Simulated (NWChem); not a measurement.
Program: NWChem. System: fluoroethane (C₂H₅F), charge 0, spin multiplicity 1, at a geometry optimised with PBE0/def2-SVP. Level: G0W0@PBE/def2-TZVP, RI basis def2-tzvp-rifit.

Part of the output:

```
             Northwest Computational Chemistry Package (NWChem) 7.3.0
             --------------------------------------------------------

                                NWChem Input Module
                                -------------------

 Scaling coordinates for geometry "geometry" by  1.889725989
 (inverse scale =  0.529177249)

 Turning off AUTOSYM since
 SYMMETRY directive was detected!

                             Geometry "geometry" -> ""
                             -------------------------

 Output coordinates in angstroms (scale by  1.889725989 to convert to a.u.)

  No.       Tag          Charge          X              Y              Z
 ---- ---------------- ---------- -------------- -------------- --------------
    1 C                    6.0000    -1.17710000     0.26680900     0.00000000
    2 C                    6.0000     0.31876800     0.44777400     0.00000000
    3 F                    9.0000     0.94822200    -0.77385300     0.00000000
    4 H                    1.0000    -1.68349300     1.24402900     0.00000000
    5 H                    1.0000    -1.50166900    -0.29065500    -0.89119900
    6 H                    1.0000    -1.50166900    -0.29065500     0.89119900
    7 H                    1.0000     0.65141200     1.00722900     0.89223900
    8 H                    1.0000     0.65141200     1.00722900    -0.89223900

 Effective nuclear repulsion energy (a.u.)      79.3992749377

            Nuclear Dipole moment (a.u.)
            ----------------------------
        X                 Y               Z
 ---------------- ---------------- ----------------
    -0.0000018897    -0.0000037795     0.0000000000

      Symmetry information
      --------------------

 Group name             Cs
 Group number              2
 Group order               2
 No. of unique centers     6

      Symmetry unique atoms

     1    2    3    4    5    7


 Summary of "ao basis" -> "" (spherical)
 ------------------------------------------------------------------------------
       Tag                 Description            Shells   Functions and Types
 ---------------- ------------------------------  ------  ---------------------
 *                         def2-tzvp                  on all atoms

 new library libraries.bse/

 Summary of "ri basis" -> "" (spherical)
 ------------------------------------------------------------------------------
       Tag                 Description            Shells   Functions and Types
 ---------------- ------------------------------  ------  ---------------------
 *                      def2-tzvp-rifit               on all atoms

  pbe96 is a nonlocal functional; adding pw91lda local functional.

                                 NWChem DFT Module
                                 -----------------

 Summary of "ao basis" -> "ao basis" (spherical)
 ------------------------------------------------------------------------------
       Tag                 Description            Shells   Functions and Types
 ---------------- ------------------------------  ------  ---------------------
 C                         def2-tzvp                11       31   5s3p2d1f
 F                         def2-tzvp                11       31   5s3p2d1f
 H                         def2-tzvp                 4        6   3s1p

 Summary of "ao basis" -> "ao basis" (spherical)
 ------------------------------------------------------------------------------
       Tag                 Description            Shells   Functions and Types
 ---------------- ------------------------------  ------  ---------------------
 C                         def2-tzvp                11       31   5s3p2d1f
 F                         def2-tzvp                11       31   5s3p2d1f
 H                         def2-tzvp                 4        6   3s1p

      Symmetry analysis of basis
      --------------------------

        a'         80
        a"         43

            General Information
            -------------------
          SCF calculation type: DFT
          Wavefunction type:  closed shell.
          No. of atoms     :     8
          No. of electrons :    26
           Alpha electrons :    13
            Beta electrons :    13
[...]
  ----- ------------  ---------------      ----- ------------  ---------------
     8      0.279031  1 C  pz                70     -0.273400  3 F  pz
    73     -0.219134  3 F  pz                11      0.197828  1 C  pz
   101     -0.181249  5 H  s                107      0.181249  6 H  s
    76     -0.142066  3 F  pz                14      0.139953  1 C  pz
   100     -0.126040  5 H  s                106      0.126040  6 H  s

 Vector   12  Occ=2.000000D+00  E=-2.879057D-01  Symmetry=a'
              MO Center=  3.6D-01, -1.9D-01, -2.6D-15, r^2= 1.9D+00
   Bfn.  Coefficient  Atom+Function         Bfn.  Coefficient  Atom+Function
  ----- ------------  ---------------      ----- ------------  ---------------
    68      0.358437  3 F  px                71      0.284456  3 F  px
    74      0.214693  3 F  px                 6      0.211797  1 C  px
    37     -0.184397  2 C  px                 9      0.178022  1 C  px
    69      0.172928  3 F  py                 5      0.142818  1 C  s
    72      0.135944  3 F  py                40     -0.128232  2 C  px

 Vector   13  Occ=2.000000D+00  E=-2.795342D-01  Symmetry=a"
              MO Center=  4.8D-01,  2.9D-02,  2.5D-15, r^2= 2.1D+00
   Bfn.  Coefficient  Atom+Function         Bfn.  Coefficient  Atom+Function
  ----- ------------  ---------------      ----- ------------  ---------------
    70      0.356241  3 F  pz                73      0.282529  3 F  pz
    39     -0.213592  2 C  pz                76      0.213091  3 F  pz
   113     -0.192302  7 H  s                119      0.192302  8 H  s
   114     -0.156890  7 H  s                120      0.156890  8 H  s
    42     -0.149592  2 C  pz               112     -0.116166  7 H  s

 Vector   14  Occ=0.000000D+00  E= 2.285216D-02  Symmetry=a'
              MO Center= -6.6D-01,  7.5D-01,  2.5D-14, r^2= 6.0D+00
   Bfn.  Coefficient  Atom+Function         Bfn.  Coefficient  Atom+Function
  ----- ------------  ---------------      ----- ------------  ---------------
     5      3.200001  1 C  s                 96     -1.446116  4 H  s
    36      1.337041  2 C  s                102     -1.286237  5 H  s
   108     -1.286237  6 H  s                114     -1.251720  7 H  s
   120     -1.251720  8 H  s                 44      0.689696  2 C  py
    12     -0.426413  1 C  px                43      0.389870  2 C  px

 Vector   15  Occ=0.000000D+00  E= 5.328038D-02  Symmetry=a'
              MO Center= -1.9D-01,  2.2D-01,  1.2D-13, r^2= 5.9D+00
   Bfn.  Coefficient  Atom+Function         Bfn.  Coefficient  Atom+Function
  ----- ------------  ---------------      ----- ------------  ---------------
     5      4.424522  1 C  s                 36     -3.486706  2 C  s
   102     -1.258697  5 H  s                108     -1.258697  6 H  s
    43      1.184839  2 C  px               114      1.096039  7 H  s
   120      1.096039  8 H  s                 44     -0.801788  2 C  py
    12      0.773917  1 C  px                96     -0.581299  4 H  s

 Vector   16  Occ=0.000000D+00  E= 7.112808D-02  Symmetry=a'
              MO Center=  5.9D-02,  6.7D-01,  5.5D-16, r^2= 5.0D+00
   Bfn.  Coefficient  Atom+Function         Bfn.  Coefficient  Atom+Function
  ----- ------------  ---------------      ----- ------------  ---------------
    36      3.363078  2 C  s                  5     -2.853188  1 C  s
   114     -1.050874  7 H  s                120     -1.050874  8 H  s
    67     -0.971446  3 F  s                 12     -0.711010  1 C  px
   102      0.655817  5 H  s                108      0.655817  6 H  s
    96      0.632672  4 H  s                 44     -0.628591  2 C  py

 center of mass
 --------------
 x =   0.16932211 y =  -0.13488582 z =   0.00000000

 moments of inertia (a.u.)
 ------------------
          76.324783304353          55.700835407091           0.000000000000
          55.700835407091         164.286432226685           0.000000000000
           0.000000000000           0.000000000000         217.716830937325

     Multipole analysis of the density
     ---------------------------------

     L   x y z        total         alpha         beta         nuclear
     -   - - -        -----         -----         ----         -------
     0   0 0 0     -0.000000    -13.000000    -13.000000     26.000000

     1   1 0 0     -0.375675     -0.187837     -0.187837     -0.000002
     1   0 1 0      0.551492      0.275748      0.275748     -0.000004
     1   0 0 1     -0.000000     -0.000000     -0.000000      0.000000

     2   2 0 0    -14.751390    -52.385448    -52.385448     90.019506
     2   1 1 0      0.817395     13.873656     13.873656    -26.929917
     2   1 0 1      0.000000      0.000000      0.000000      0.000000
     2   0 2 0    -14.424300    -26.434041    -26.434041     38.443783
     2   0 1 1     -0.000000     -0.000000     -0.000000      0.000000
     2   0 0 2    -13.719794    -12.539054    -12.539054     11.358313

 Task  times  cpu:       14.5s     wall:       14.5s

                                NWChem Input Module
                                -------------------

                                 NWChem GW Module
                                 ----------------

                             ***********************
                             ***        GW       ***
                             ***********************

 Summary of "ri basis" -> "ri basis" (spherical)
 ------------------------------------------------------------------------------
       Tag                 Description            Shells   Functions and Types
 ---------------- ------------------------------  ------  ---------------------
 C                      def2-tzvp-rifit             22       76   8s6p4d3f1g
 F                      def2-tzvp-rifit             22       76   8s6p4d3f1g
 H                      def2-tzvp-rifit              7       15   4s2p1d

                 Memory Information
                 ------------------
          Available GA per process is          1699.9 MBs
          Available stack per process is        700.0 MBs
          Available heap per process is           0.0 MBs

          Peak memory in Initialization
              Peak GA per process is                  5.1 MBs
              Peak stack per process is               0.2 MBs
              Peak heap per process is                5.4 MBs
              Memory not in MA per process            0.0 MBs

          Peak memory in AFF Calculation
              Peak GA per process is                 23.1 MBs
              Peak stack per process is              15.6 MBs
              Peak heap per process is                0.0 MBs
              Memory not in MA per process           15.6 MBs

          Computing 2-center integrals
          Computing Inverse Cholesky factor
          Computing 3-center integrals
          Computing V_xc ...

          Computing Sigma_x
          Computing RPA polarizability
          Solving quasiparticle equations

                  Alpha Orbitals
          State     Energy (eV)     Error (eV)
          -----------------------------------
@GW        10        -13.510           0.003
@GW        11        -13.574           0.003
@GW        12        -11.900           0.003
@GW        13        -11.819           0.003
@GW        14          3.177           0.002
@GW        15          4.315           0.002

   Applying  -4.2126 eV scissor-shift to rest of particle states

   Applying   2.5550 eV scissor-shift to rest of hole states

     GW Timing Statistics
   ------------------------
   Init.   :          0.1s
     ERIs  :          1.5s
     Distr.:          0.0s
     Vxc   :          0.5s
   Sigma_x :          0.0s
   RPA     :          0.8s
   Wmn     :          0.0s
   Sigma_c :          0.0s
   GW total:          2.9s

 Task  times  cpu:        2.9s     wall:        2.9s

 Total times  cpu:       17.4s     wall:       17.4s
```

Task: Write an NWChem input that would produce this output.

Result: Several could match; the one computed here: 
```
start mol
memory heap 200 mb stack 700 mb global 1700 mb
geometry units angstroms nocenter noautoz
  C     -1.177100     0.266809     0.000000
  C      0.318768     0.447774     0.000000
  F      0.948222    -0.773853     0.000000
  H     -1.683493     1.244029     0.000000
  H     -1.501669    -0.290655    -0.891199
  H     -1.501669    -0.290655     0.891199
  H      0.651412     1.007229     0.892239
  H      0.651412     1.007229    -0.892239
  symmetry group Cs
end
basis spherical
  * library def2-tzvp
end
basis "ri basis" bse spherical
  * library def2-tzvp-rifit
end
dft
  xc xpbe96 cpbe96
  iterations 100
  direct
  tolerances tight
end
task dft energy
gw
  states alpha occ 4 vir 2
end
task dft gw
```
